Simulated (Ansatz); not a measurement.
Molecule: C₃H₁₃NSi₂, net charge 0, singlet state. 
Coordinates optimised at B3LYP-D3(BJ)/def2-TZVP (Ansatz, a program for electronic structure):
SMILES: CC(C)N([SiH3])[SiH3]
```xyz
19

C      1.5444     0.2405     1.5845
C      1.1809    -0.1541     0.1561
C      1.8952     0.7178    -0.8751
N     -0.2911    -0.1524    -0.0620
Si    -0.9030    -1.5482    -0.8789
Si    -1.2691     1.1743     0.4713
H      2.6205     0.1501     1.7409
H      1.2699     1.2783     1.7905
H      1.0335    -0.3967     2.3067
H      1.5249    -1.1855     0.0131
H      1.6074     1.7644    -0.7620
H      2.9784     0.6488    -0.7553
H      1.6403     0.4028    -1.8874
H     -2.3681    -1.4189    -1.0266
H     -0.2823    -1.7057    -2.2201
H     -0.5855    -2.7824    -0.1150
H     -0.6507     2.4739     0.1101
H     -2.5859     1.0550    -0.1893
H     -1.4783     1.1918     1.9412
```

Property: atomisation energy (electronic, to ground-state atoms), in kJ/mol. Valence correlation only, unless marked. Open shells are spin-unrestricted. No spin-orbit coupling. No relativistic terms. The coupled-cluster limit lacks core correlation, which all-electron functionals hold. Basis-set limits of correlation are two-point, X^-3; Hartree-Fock from the larger set. The bracket is a focal-point correction in the basis named.

```
level                                                                             program  atomisation energy (kJ/mol)
-------------------------------------------------------------------------  --------------  ---------------------------
B3LYP/def2-TZVPD                                                                   Ansatz                       6699.8
BHLYP-D3(BJ)/def2-TZVPD                                                    Ansatz + dftd3                          [?]
r2SCAN0/def2-TZVPD                                                                 Ansatz                          [?]
HSE06-D4/def2-TZVPD                                                        Ansatz + dftd4                          [?]
RPA@PBE/cc-pV(T+d)Z                                                                Ansatz                       6388.1
RI-MP2/CBS(aug-cc-pV(T+d)Z,aug-cc-pV(Q+d)Z)+[CCSD(T)-MP2]/aug-cc-pV(T+d)Z          Ansatz                       6781.4
```

Task: Some entries are withheld; supply them.

Result: 
- BHLYP-D3(BJ)/def2-TZVPD, atomisation energy (kJ/mol): 6671.9
- r2SCAN0/def2-TZVPD, atomisation energy (kJ/mol): 6687.5
- HSE06-D4/def2-TZVPD, atomisation energy (kJ/mol): 6753.6
